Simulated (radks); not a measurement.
Question: Species: Xe29+. Configuration: [Ar] 3d7. Calculated with a radial shooting solver on a logarithmic mesh with Libxc functionals: scalar-relativistic Kohn-Sham, r2SCAN, spin-polarised, spherical densities, finite nucleus; open shells are filled with parallel spins first (spin-orbit coupling, left out, can overturn this in heavy ions); meta-GGA in the generalised Kohn-Sham scheme; Fermi nuclear charge, rms radius 4.7859 fm. Some entries of the table are withheld. Estimate them.

orbital,occ.,eigenvalue (eV),<r> (bohr)
1s up,1,-35609.80,0.02666
1s down,1,-35609.79,0.02666
2s up,1,-6531.471,0.1142
2s down,1,-6519.089,0.1140
2p up,3,-5980.996,0.09992
2p down,3,-5971.768,0.09977
3s up,1,-2144.608,0.2941
3s down,1,-2132.245,0.2949
3p up,3,-1965.969,(1)
3p down,3,-1952.816,(2)
3d up,5,-1717.947,0.2616
3d down,2,-1701.257,0.2627
4s up,0,-1016.229,0.5906
4s down,0,-1010.616,0.5929
4p up,0,-948.1324,0.6006
4p down,0,-942.4856,0.6033

Answer: 
(1) 3p up <r> (bohr): 0.2894
(2) 3p down <r> (bohr): 0.2904
